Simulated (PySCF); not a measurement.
OSr, singlet, geometry from GFN2-xTB (such geometries of metal compounds can be far from the true shape) (core potentials on Sr). Base run: PySCF with PBE/def2-SVP, polarisability.

Here is a job for PySCF.
```python
from pyscf import gto, scf, dft
from pyscf.prop import polarizability

mol = gto.Mole()
mol.atom = '''
    Sr   -0.000000   -0.000000   -0.347963
    O     0.000000    0.000000    1.652826
'''
mol.basis = 'def2-svp'
mol.ecp = {'Sr': 'def2-svp'}
mol.charge = 0
mol.spin = 0
mol.verbose = 4
mol.build()

mf = dft.RKS(mol)
mf.xc = 'pbe'
mf.kernel()
alpha = mf.Polarizability().polarizability()[2, 2]
print('alpha_zz =', alpha)
```

Variants of this job, named by their change:

| change | alpha_zz (bohr³) | basis functions | outcome |
|---|---|---|---|
| base | 107.69 | 37 | converged |
| finite field (a.u.) = 0.02; conv_tol = 1e-11 | 108.34 | 37 | converged |
| finite field (a.u.) = 0.001; conv_tol = 1e-6 | 107.70 | 37 | converged |
| finite field (a.u.) = 2e-4; conv_tol = 1e-11 | 107.69 | 37 | converged |
| finite field (a.u.) = 0.001; conv_tol = 1e-11 | 107.69 | 37 | converged |
| functional = pbe0 | 92.27 | 37 | converged |
| basis = def2-TZVPD | 126.12 | 73 | converged |
| basis = STO-3G | 40.48 | 27 | converged |
| basis = def2-TZVP | 118.23 | 64 | converged |
| finite field (a.u.) = 0.005; conv_tol = 1e-11 | 107.70 | 37 | converged |
| basis = def2-SVPD | ___ | ___ | converged |
| finite field (a.u.) = 0.05; conv_tol = 1e-11 | - | 37 | not converged |

**Question.** Some entries are withheld; supply them.

**Answer.** 
- basis = def2-SVPD, alpha_zz (bohr³): 115.56
- basis = def2-SVPD, basis functions: 49

Finite-field rows take the second difference of the energy in a field along z; a small field with loose convergence shows SCF noise divided by the square of the field, and a large one adds hyperpolarisability.
